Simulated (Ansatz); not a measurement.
A nudged elastic band was laid between two geometries of C$_{2}$H$_{3}$BF$_{2}$ (8 atoms, charge 0, multiplicity 1).

Level of theory: RKS PBE-D4/def2-SVP (Ansatz).

| Property | Result |
| --- | --- |
| movable images | 9 |
| climbing image | yes |
| spring | 5.0 eV/Å² |
| optimiser | quadratic models (default) |
| start path | through a guess of the saddle point |
| force threshold | 0.03 eV/Å |
| iteration limit | 60 |
| end points | relaxed |

First end point:

```xyz
8
Properties=species:S:1:pos:R:3
C -0.090 0.514 1.156
C -0.502 -0.202 0.087
B 0.396 -0.392 -1.167
F -0.009 -1.106 -2.219
F 1.614 0.151 -1.247
H -0.718 0.654 2.053
H 0.904 0.992 1.172
H -1.503 -0.667 0.108
```

Last end point:

```xyz
8
Properties=species:S:1:pos:R:3
C -0.091 0.515 1.156
C -0.501 -0.204 0.088
B 0.396 -0.392 -1.166
F 1.612 0.156 -1.249
F -0.006 -1.111 -2.216
H -0.718 0.655 2.053
H 0.903 0.995 1.170
H -1.502 -0.670 0.109
```

(1) What changes between the two ends?

(2) Give the energies along the band, and the barrier.

(3) What is the geometry of the highest image?

(4) What are the harmonic wavenumbers there?

Answers

(1) No bond is made or broken.  The two ends are copies of one structure, up to a mirror image or an exchange of like atoms.

(2) It converged. The highest image is number 5 of 0 to 10, 5.4 kcal/mol above the ends, which have the same energy within 2 meV. A vibrational analysis at the climbing image gives one clearly imaginary mode, 132i cm⁻¹: a first-order saddle point.

| image | path coordinate (Å) | energy (kcal/mol) |
| --- | --- | --- |
| 0 | 0.00 | 0.0 |
| 1 | 0.42 | 0.4 |
| 2 | 0.84 | 1.7 |
| 3 | 1.26 | 3.3 |
| 4 | 1.68 | 4.8 |
| 5 | 2.10 | 5.4 |
| 6 | 2.51 | 4.8 |
| 7 | 2.93 | 3.4 |
| 8 | 3.34 | 1.7 |
| 9 | 3.76 | 0.5 |
| 10 | 4.18 | 0.0 |

(3) 
```xyz
8
Properties=species:S:1:pos:R:3
C -0.235 0.690 1.060
C -0.336 -0.342 0.200
B 0.457 -0.463 -1.141
F -0.027 0.004 -2.292
F 1.647 -1.059 -1.207
H -0.817 0.731 1.996
H 0.433 1.548 0.870
H -1.029 -1.166 0.458
```

(4) 132i, 199, 243, 458, 595, 654, 752, 937, 991, 994, 1214, 1294, 1371, 1409, 1656, 3054, 3064, 3153 cm⁻¹.

The run took 3.2 min on 2 threads of AMD EPYC 7R13 Processor (Zen 3), with other jobs on the host, peak memory 0.18 GiB.
